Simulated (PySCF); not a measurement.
AsF2H3Si, SMILES [SiH](F)(F)[AsH2]. Atoms are numbered in the order given.

```xyz
7

Si    -1.0062     0.3816     0.0000
F     -1.6667    -0.3145    -1.3007
F     -1.6667    -0.3145     1.3007
As     1.2874    -0.1018     0.0000
H     -1.4123     1.8087     0.0000
H      1.5085     0.9350     1.0983
H      1.5085     0.9350    -1.0983
```

The structure is a stationary point at PBE0-D3(BJ)/def2-SVP. The structure was generated by enumeration, and PubChem lists no compound with its InChIKey, so it may never have been made.

Computed with ωB97X/def2-TZVP (PySCF).

Gas-phase values at a fixed geometry.

### Question
Estimate the frontier levels, gap, dipole moment and polarisability. (The exact figures need the calculation; the answer reports its results.)

### Answer

```yaml
highest_occupied_level: -10.25 eV
lowest_empty_level: 2.01 eV
orbital_gap: 12.26 eV
dipole_moment: 0.416 e·Å
quadrupole, principal values (traceless, Buckingham form, about the centre of nuclear charge): -1.85, -0.66, 2.51 D·Å
mean_static_polarisability: 54.3 bohr³ (8.05 Å³)
polarisability_principal_values: 48.9, 49.1, 65.0 bohr³
```
